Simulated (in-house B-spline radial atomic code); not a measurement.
Removal energies of one electron outside the [He] 2s2 core along the 5-electron series, with the parts due to correlation (partial-wave tail included) and to Breit and QED terms, both contained in the total; recoil is left out. Computed with a B-spline radial code for spherical atoms: frozen-core Dirac-Hartree-Fock with a screened correlation potential.

| ion | Z | removal energy of 2p1/2 (eV) | correlation part of 2p1/2 (eV) | Breit and QED part of 2p1/2 (eV) | removal energy of 2p3/2 (eV) | correlation part of 2p3/2 (eV) | Breit and QED part of 2p3/2 (eV) |
| --- | --- | --- | --- | --- | --- | --- | --- |
| B | 5 | 8.4837 | 0.97737 | -0.00044861 | 8.4817 | 0.97698 | 0.00018893 |
| C+ | 6 | 24.649 | 1.1191 | -0.0021445 | 24.641 | 1.1184 | -0.0003052 |
| N2+ | 7 | 47.795 | 1.1772 | -0.0054378 | 47.773 | 1.1762 | -0.0015528 |
| O3+ | 8 | 77.843 | 1.2029 | -0.010779 | 77.794 | 1.2017 | -0.0037983 |
| F4+ | 9 | 114.76 | 1.2107 | -0.018625 | 114.67 | 1.2094 | -0.0072931 |
| Ne5+ | 10 | 158.54 | 1.2087 | -0.02943 | 158.37 | 1.2074 | -0.01229 |
| Mg7+ | 12 | ? | ? | ? | ? | ? | ? |
| Al8+ | 13 | 331.05 | 1.164 | -0.084221 | 330.43 | 1.1649 | -0.038863 |
| Si9+ | 14 | ? | ? | ? | ? | ? | ? |
| P10+ | 15 | 480.46 | 1.1269 | -0.14405 | 479.23 | 1.1316 | -0.068817 |
| S11+ | 16 | ? | ? | ? | ? | ? | ? |
| Cl12+ | 17 | 657.5 | 1.0763 | -0.22693 | 655.31 | 1.0881 | -0.111 |
| Ar13+ | 18 | 756.44 | 1.0521 | -0.27821 | 753.58 | 1.0688 | -0.13735 |

Q: Fill in the row of Mg7+.

A: removal energy of 2p1/2 (eV): 266.68; correlation part of 2p1/2 (eV): 1.1832; Breit and QED part of 2p1/2 (eV): -0.061766; removal energy of 2p3/2 (eV): 266.26; correlation part of 2p3/2 (eV): 1.1829; Breit and QED part of 2p3/2 (eV): -0.027815.

Q: Fill in the row of Si9+.

A: removal energy of 2p1/2 (eV): 402.31; correlation part of 2p1/2 (eV): 1.1464; Breit and QED part of 2p1/2 (eV): -0.11149; removal energy of 2p3/2 (eV): 401.42; correlation part of 2p3/2 (eV): 1.1489; Breit and QED part of 2p3/2 (eV): -0.05244.

Q: Fill in the row of S11+.

A: removal energy of 2p1/2 (eV): 565.51; correlation part of 2p1/2 (eV): 1.0998; Breit and QED part of 2p1/2 (eV): -0.18237; removal energy of 2p3/2 (eV): 563.86; correlation part of 2p3/2 (eV): 1.1078; Breit and QED part of 2p3/2 (eV): -0.088249.
